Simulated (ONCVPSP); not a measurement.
What one change does to a pseudopotential (I, ONCV)

```json
{"Element": "I (Z = 53)", "Generator": "ONCVPSP 4.0.1", "Type": "optimised norm-conserving Vanderbilt (ONCV)", "Functional": "LDA (Perdew-Wang 92)", "Relativity": "scalar-relativistic", "Frozen core": "[Kr]", "Valence charge": "17", "Reference configuration": "4d10 5s2 5p5", "Partial waves": "5s: rc 1.50 bohr, ncon 4, nbas 7, qcut 4.7 1/bohr, 1 projector; 5p: rc 2.20 bohr, ncon 5, nbas 8, qcut 3.5 1/bohr, 3 projectors, debl 0.9 Ha; 4d: rc 1.45 bohr, ncon 4, nbas 8, qcut 8.5 1/bohr, 2 projectors, debl 0.3 Ha", "Local potential": "polynomial inside 1.10 bohr (lpopt 5, dvloc0 0 Ha)", "Core correction": "Teter function fitted to the true core (icmod 2), fcfact 0.45"}
```

In the d channel the program set the typed energies aside and used -1.850, 0.250 Ha.

Change: local potential polynomial inside 1.10 bohr (lpopt 5, dvloc0 6 Ha).

Cutoffs: the cutoffs (Ha) at which the residual kinetic energy of the hardest occupied pseudo-wave falls to 1 and 0.1 mHa per electron; they do not see the model core or the augmentation charge, which bear on the density cutoff. Errors are all-electron minus pseudo energies relative to the spin-unpolarised reference configuration.

Problem. What does the change do?

Solution. The potential gets neither clearly harder nor softer (45 Ha and 103 Ha → 45 Ha and 103 Ha); both files keep a bound ghost (p, s); the lowest positive-energy flag moves from p at 56.4 eV to p at 108.3 eV; of the 4 tests that both files solve, the error grows in 1 and shrinks in 1 by more than 15 % and 0.3 meV (median size 1.9 → 2.7 meV); the range in which the s phases agree widens (upper end 1.0 → 2.2).

| quantity | base | changed |
| --- | --- | --- |
| cutoff, loose | 45 Ha | 45 Ha |
| cutoff, tight | 103 Ha | 103 Ha |
| bound ghosts | s, p | s, p |
| GHOST(+) flags under 300 eV | p at 56.4 eV | p at 108.3 eV |
| error for 4d10 5s2 5p4, meV [ΔE 11.30 eV] | -2.2 | -2.4 |
| error for 4d10 5s2 5p3, meV [ΔE 31.36 eV] | -1.6 | -3.0 |
| error for 4d10 5s2 5p2, meV [ΔE 60.97 eV] | +8.7 | +3.8 |
| error for 4d10 5s2 5p4.5, meV [ΔE 4.61 eV] | -1.1 | -1.2 |
| s: phases at 1.53 bohr within 0.05 rad from the reference energy up to (Ha; the scan ends near 5) | 1.0 | 2.2 |
| p: phases at 2.24 bohr within 0.05 rad from the reference energy up to (Ha; the scan ends near 5) | 3.3 | 3.2 |
| d: phases at 1.47 bohr within 0.05 rad from the reference energy up to (Ha; the scan ends near 5) | to the end of the scan | to the end of the scan |
| rms error of d²Exc/dni dnj with the model core, mHa | 1.10 | 1.10 |

 A true bound ghost makes a file unfit for plane-wave use even where its test errors are small: the radial tests pick states by their node count and pass the ghost by.
